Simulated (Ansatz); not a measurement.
Z-matrix (Å, degrees):
```
C
Nb 1 2.158
H 1 1.097 2 110.0
H 1 1.092 2 112.4 3 121.3
H 1 1.096 2 109.2 3 -118.9
N 2 1.744 1 103.9 3 -175.2
N 2 1.961 1 106.5 3 -64.5
F 2 1.891 1 108.8 3 61.3
H 6 1.009 2 169.2 1 -113.5
H 7 1.012 2 122.9 1 76.5
H 7 1.008 2 126.7 1 -109.0
```

The species carries charge 0 and has multiplicity 1. Nb takes the def2 core potential.

(1) List the PBE0/def2-TZVPP orbital energies in eV (Ansatz). (Estimate.)

Answers

(1) Computed: Occupied: -673.09, -391.26, -390.76, -277.38, -65.53, -40.28, -39.94, -39.59, -31.29, -23.42, -21.30, -18.73, -13.96, -12.53, -12.29, -11.84, -11.36, -11.22, -10.97, -10.92, -8.47, -8.25, -7.95, -7.63. Lowest empty: -1.08, -0.55, -0.09, 0.13, 0.69, 0.87, 0.96, 1.06.
